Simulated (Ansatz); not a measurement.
Born–Oppenheimer molecular dynamics of BFH3NO (7 atoms, charge 0, multiplicity 1). It starts from a relaxed structure.

Method: RKS r2SCAN/6-31G in Ansatz 0.2.0.

| Property | Result |
| --- | --- |
| ensemble | NVE (velocity Verlet) |
| time step | 0.5 fs |
| steps asked | 300 |
| starting velocities drawn for | 300 K |
| seed | 645521 |

Frames 5 fs apart, positions in Å, forces in eV/Å.

Velocities at 15.0 fs (Å/ps):

```
B -0.29 -3.09 4.20
O 1.04 1.30 -1.11
H -4.75 3.63 -18.20
N -2.65 1.19 -1.05
H -5.13 -1.59 3.64
H 4.97 -0.20 3.98
F 1.50 -0.31 -0.12
```

```xyz
7
Properties=species:S:1:pos:R:3:forces:R:3 time_fs=15.0 energy_less_start_eV=0.143 T=79
B 0.094 0.087 0.045 0.67 -0.21 -2.25
O -0.036 -0.491 1.272 0.09 -0.21 0.51
H -0.932 -0.665 1.602 0.01 0.19 0.11
N 1.294 0.005 -0.757 -0.92 -0.45 1.84
H 2.102 -0.536 -0.449 -0.39 0.42 -0.16
H 1.288 0.313 -1.704 0.11 0.29 -0.50
F -1.044 0.629 -0.595 0.42 -0.02 0.45
7
Properties=species:S:1:pos:R:3:forces:R:3 time_fs=20.0 energy_less_start_eV=0.108 T=133
B 0.100 0.072 0.037 0.06 0.23 -2.01
O -0.030 -0.487 1.272 -0.24 -0.30 0.57
H -0.957 -0.630 1.537 0.13 0.10 0.30
N 1.272 0.008 -0.749 -0.52 0.24 -0.21
H 2.064 -0.515 -0.440 0.50 -0.15 0.18
H 1.318 0.340 -1.716 -0.13 -0.08 0.76
F -1.034 0.627 -0.593 0.20 -0.03 0.41
7
Properties=species:S:1:pos:R:3:forces:R:3 time_fs=25.0 energy_less_start_eV=0.097 T=151
B 0.104 0.060 -0.009 -1.50 -0.35 1.30
O -0.028 -0.486 1.278 0.04 0.16 -0.70
H -0.961 -0.572 1.542 0.03 0.05 0.28
N 1.248 0.010 -0.738 2.11 -0.70 -0.13
H 2.073 -0.486 -0.412 -0.27 0.23 -0.01
H 1.326 0.382 -1.654 -0.01 0.37 -0.66
F -1.022 0.626 -0.585 -0.40 0.23 -0.08
7
Properties=species:S:1:pos:R:3:forces:R:3 time_fs=30.0 energy_less_start_eV=0.080 T=176
B 0.082 0.041 -0.031 -0.31 -0.62 1.97
O -0.026 -0.484 1.275 -0.19 0.15 -0.78
H -0.945 -0.500 1.607 0.23 0.02 0.10
N 1.253 0.006 -0.734 1.00 0.31 -1.17
H 2.077 -0.433 -0.373 0.28 -0.08 0.02
H 1.327 0.465 -1.641 0.12 -0.32 0.42
F -1.015 0.627 -0.579 -1.15 0.54 -0.55
7
Properties=species:S:1:pos:R:3:forces:R:3 time_fs=35.0 energy_less_start_eV=0.054 T=217
B 0.053 0.010 -0.015 1.67 0.21 -0.38
O -0.025 -0.480 1.262 -0.13 -0.33 0.33
H -0.890 -0.425 1.702 0.02 -0.04 0.05
N 1.275 0.003 -0.743 -0.72 -0.16 0.83
H 2.115 -0.383 -0.342 0.01 0.02 -0.14
H 1.357 0.513 -1.602 0.14 -0.03 -0.28
F -1.022 0.634 -0.579 -0.98 0.33 -0.41
7
Properties=species:S:1:pos:R:3:forces:R:3 time_fs=40.0 energy_less_start_eV=0.108 T=134
B 0.057 -0.015 -0.007 0.93 1.34 -1.73
O -0.027 -0.481 1.254 0.03 -0.67 1.18
H -0.820 -0.360 1.799 -0.02 -0.05 -0.21
N 1.287 -0.001 -0.743 -0.41 -0.07 0.73
H 2.157 -0.332 -0.336 -0.36 -0.05 -0.05
H 1.409 0.533 -1.592 -0.26 -0.18 0.00
F -1.040 0.645 -0.584 0.09 -0.32 0.09
7
Properties=species:S:1:pos:R:3:forces:R:3 time_fs=45.0 energy_less_start_eV=0.116 T=121
B 0.079 -0.014 -0.029 -0.99 1.13 0.20
O -0.028 -0.492 1.261 0.56 -0.32 -0.10
H -0.765 -0.303 1.855 -0.25 0.03 -0.29
N 1.291 -0.005 -0.731 -0.20 0.39 -0.41
H 2.154 -0.306 -0.329 0.27 -0.34 0.32
H 1.410 0.515 -1.592 -0.25 -0.25 0.04
F -1.058 0.652 -0.588 0.86 -0.64 0.23
7
Properties=species:S:1:pos:R:3:forces:R:3 time_fs=50.0 energy_less_start_eV=0.113 T=125
B 0.082 0.012 -0.049 -1.28 0.26 1.71
O -0.022 -0.506 1.266 0.38 0.27 -0.96
H -0.760 -0.244 1.839 -0.13 -0.06 -0.28
N 1.294 -0.005 -0.722 0.43 -0.11 0.19
H 2.153 -0.334 -0.281 -0.53 0.13 -0.35
H 1.366 0.454 -1.608 0.30 -0.02 -0.41
F -1.065 0.652 -0.590 0.83 -0.48 0.12
7
Properties=species:S:1:pos:R:3:forces:R:3 time_fs=55.0 energy_less_start_eV=0.077 T=182
B 0.061 0.044 -0.035 0.80 -0.45 0.68
O -0.010 -0.517 1.259 -0.33 0.72 -0.68
H -0.786 -0.202 1.763 0.03 -0.31 0.08
N 1.298 -0.004 -0.716 -1.45 0.65 -0.78
H 2.110 -0.365 -0.273 0.60 -0.27 0.17
H 1.377 0.361 -1.665 0.21 -0.29 0.53
F -1.063 0.646 -0.589 0.14 -0.06 0.01
7
Properties=species:S:1:pos:R:3:forces:R:3 time_fs=60.0 energy_less_start_eV=0.098 T=149
B 0.056 0.067 -0.008 1.57 -0.45 -0.99
O -0.003 -0.518 1.243 -0.62 0.56 0.23
H -0.812 -0.229 1.706 -0.01 -0.38 0.39
N 1.285 0.004 -0.714 0.14 -0.47 0.86
H 2.107 -0.417 -0.270 -0.62 0.26 -0.14
H 1.433 0.233 -1.674 -0.21 0.30 -0.41
F -1.058 0.639 -0.589 -0.26 0.17 0.06
7
Properties=species:S:1:pos:R:3:forces:R:3 time_fs=65.0 energy_less_start_eV=0.092 T=158
B 0.080 0.081 0.001 -0.40 -0.04 -1.05
O -0.004 -0.510 1.229 -0.43 0.12 0.96
H -0.829 -0.342 1.724 0.18 -0.16 0.00
N 1.272 0.007 -0.707 0.68 -0.16 -0.83
H 2.044 -0.447 -0.264 0.43 -0.17 0.33
H 1.434 0.154 -1.700 -0.48 0.30 0.44
F -1.056 0.634 -0.588 0.01 0.13 0.16
7
Properties=species:S:1:pos:R:3:forces:R:3 time_fs=70.0 energy_less_start_eV=0.116 T=122
B 0.096 0.092 -0.010 -1.81 -0.30 0.43
O -0.011 -0.501 1.228 0.43 -0.05 0.43
H -0.822 -0.490 1.753 -0.15 0.19 -0.15
N 1.272 0.005 -0.707 1.19 -0.52 0.09
H 2.023 -0.481 -0.226 0.06 0.23 -0.47
H 1.349 0.149 -1.692 0.23 0.25 -0.28
F -1.054 0.631 -0.585 0.06 0.20 -0.05
```

Of the whole run (150 fs, mean temperature of the second half 156 K): The conserved energy stayed within 0.085 meV per atom of its start (net change 0.047 meV per atom), so the integration is sound. The temperature averaged 0.52 of the 300 K drawn at the start: a run that starts near a minimum puts about half its kinetic energy into the potential. A run of 0.15 ps of so small a system gives no equilibrium averages. Limits of this set-up: no polarisation functions.

The run took 11 min on 1 thread of Intel(R) Xeon(R) Platinum 8259CL CPU @ 2.50GHz (Skylake/Cascade Lake) (shared host), peak memory 0.12 GiB.
